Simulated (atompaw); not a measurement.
Reading a pseudo-wave (chlorine (Cl))

Columns: radius, all-electron u(r) and pseudo u(r) of the 3s shell (level -38.16 eV) of chlorine in the configuration [Ne] 3s2 3p3.5; PBE, non-relativistic, PAW (atompaw) scheme, atompaw 4.2.0.5.

```
r (bohr)  all-electron  pseudo
   0.058        0.2363  0.0586
   0.115        0.0299  0.1161
   0.173       -0.2207  0.1745
   0.231       -0.3887  0.2326
   0.288       -0.4540  0.2894
   0.346       -0.4347  0.3466
   0.404       -0.3532  0.4031
   0.462       -0.2325  0.4585
   0.519       -0.0938  0.5118
   0.577        0.0541  0.5643
   0.635        0.1992  0.6149
   0.692        0.3328  0.6622
   0.750        0.4558  0.7075
   0.808        0.5637  0.7495
   0.865        0.6546  0.7871
   0.923        0.7316  0.8212
   0.981        0.7937  0.8506
   1.038        0.8408  0.8746
   1.096        0.8757  0.8936
   1.154        0.8988  0.9068
   1.212        0.9113  0.9140
   1.269        0.9146  0.9152
   1.327        0.9101  0.9101
   1.385        0.8989  0.8989
   1.442        0.8823  0.8823
   1.500        0.8610  0.8610
```

Q: How many radial nodes do the two functions have?

A: The all-electron 3s function has n − l − 1 = 2; the pseudo-wave has 0, since the states of the same l below it are removed with the core.

Q: At about which radius was the pseudo-wave matched?

A: 1.35 bohr, where the columns begin to agree (steps of 0.06 bohr).

Q: Is the pseudo-wave norm-conserving?

A: No, it belongs to a PAW set: the norm inside the radius is not constrained, and the difference is carried by the augmentation charge.
